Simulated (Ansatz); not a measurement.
Calculated with Ansatz (gas phase, PBE0-D4/def2-TZVP geometries, no zero-point term in ΔE). CCSD(T)/CBS adds triple-zeta CCSD(T) − MP2 to the extrapolated MP2 energy (def2 sets, frozen cores). DFT in def2-TZVPP. B3LYP here is the variant with VWN-RPA as its local correlation; programs differ in this. Each species was taken in one conformer, which may not be the lowest.

Reaction (isomerisation): `O[Si@H](Cl)C[Si@H](O)Cl` → `CO[Si@H](Cl)[Si@H](O)Cl`

```tsv
level	ΔE (kcal/mol)	difference from CCSD(T)/CBS
PBE-D4	29.6	-4.3
r2SCAN-D4	33.1	-0.8
PBE0-D4	31.6	-2.3
B3LYP-D4	30.4	-3.5
ωB97X-V	31.6	-2.3
ωB97M-V	34.8	0.9
B2PLYP	31.8	-2.1
PBE	28.8	-5.1
B3LYP	29.1	-4.8
SCS-MP2/def2-TZVPP	33.7	-0.2
CCSD/def2-TZVPP	33.2	-0.7
HF/def2-QZVPP	29.6	-4.3
MP2/def2-QZVPP	36.7	2.8
HF/CBS(def2)	29.6	-4.3
MP2/CBS(def2)	36.9	3.0
CCSD/CBS(def2)	33.6	-0.3
CCSD(T)/CBS	33.9	0
```

Largest T1 diagnostic among the species: 0.011.

The D4 term adds +1.3 kcal/mol with B3LYP and +0.6 kcal/mol with PBE0; it sums over pairs of atoms, weighted by their polarisabilities, and B3LYP, whose exchange is more repulsive, gets the larger term. From PBE to PBE0 (25 % exact exchange), in def2-TZVPP and without D4, ΔE moves by +2.2 kcal/mol.
